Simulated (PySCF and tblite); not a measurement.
The numbers below are computed, except where a source is named.
System: C8H7NS, numbered as in [cH:1]1[cH:2][nH:3][c:4](-[c:5]2[cH:6][cH:7][cH:8][s:9]2)[cH:10]1.

Geometries: GFN2-xTB; energies: BP86/pcSseg-1 + D3(BJ), IEF-PCM cyclohexane; zero-point and thermal terms from GFN2-xTB harmonic modes (soft modes blended into free rotors). Rates follow Eyring's equation with the number of equivalent paths and no tunnelling. Programs: tblite and PySCF.

**Question.** What barrier does the rotation about the C4–C5 bond (torsion N3–C4–C5–C6 from -180° to 0°, rising) meet, and how fast is it at 298 K?

**Answer.** The electronic barrier is 2.1 kcal/mol and ΔG‡(298 K) 2.5 kcal/mol, over a C1 saddle with an imaginary mode of 65i cm⁻¹ (GFN2-xTB). With 2 equivalent paths, k is 1.7×10¹¹ s⁻¹, a mean lifetime of the start of 5.8 ps against this motion. The end lies 0.3 kcal/mol below the start in free energy.
